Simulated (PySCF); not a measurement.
## CrO2I2: from structure and modes to constants

All numbers come from PySCF, PBE0, basis Cr def2-SVP, O def2-SVP, I def2-SVP with ECP28 (scalar-relativistic core potentials, no spin–orbit coupling, density fitting).

The singlet minimum has C2v symmetry. Masses (u): Cr 51.94051, O 15.99492, I 126.90447.

```xyz
5
charge 0 multiplicity 1, angstrom
Cr    0.0000    0.0000    0.9555
O     1.2505    0.0000    1.8327
O    -1.2505    0.0000    1.8327
I     0.0000    2.0500   -0.4261
I     0.0000   -2.0500   -0.4261
```

Harmonic wavenumbers (cm⁻¹): 67.9 (a1, ×1), 175.7 (b2, ×1), 210.0 (b1, ×1), 211.0 (a2, ×1), 226.6 (a1, ×1), 376.5 (b1, ×1), 450.1 (a1, ×1), 1163.3 (b2, ×1), 1168.2 (a1, ×1).

Task: Find the principal moments of inertia and the rotational constants. What kind of rotor is it?

Result: About the centre of mass I = 250.96, 1116.7, 1267.6 u Å². With B = 16.8576/I this gives 0.06717, 0.0151, 0.0133 cm⁻¹. The molecule is an asymmetric top with κ = -0.93.

Task: What is the harmonic zero-point energy?

Result: Half the sum of all 9 wavenumbers, 4049/2 = 2025 cm⁻¹, which is 24.2 kJ/mol (1 cm⁻¹ = 0.0119627 kJ/mol).

Task: Find the vibrational entropy and heat capacity at 298.15 K.

Result: With u = 1.43878 ω/T, each mode gives S = R[u/(eᵘ−1) − ln(1−e⁻ᵘ)] and C = R u² eᵘ/(eᵘ−1)².
```csv
ω (cm⁻¹),u,S (J/(mol K)),C (J/(mol K))
67.9,0.328,17.63,8.24
175.7,0.848,9.93,7.83
210.0,1.013,8.55,7.64
211.0,1.018,8.52,7.63
226.6,1.093,7.97,7.53
376.5,1.817,4.41,6.36
450.1,2.172,3.33,5.69
1163.3,5.614,0.20,0.96
1168.2,5.637,0.20,0.95
```
The sums over all modes are S = 60.7 and C = 52.8 J/(mol K); the softest mode gives 29 % of the entropy.

Task: Give the standard entropy (298.15 K, 1 bar) by its translational, rotational, vibrational and spin parts, and Cp.

Result: Sackur–Tetrode with M = 337.74 u gives 181.5; rotation with symmetry number 2 gives 124.6; vibration 60.7; spin R ln 1 = 0.0. The total is 366.8 J/(mol K), and Cp = 4 R + 52.8 = 86.1 J/(mol K).

This need not be the most stable arrangement of these atoms.
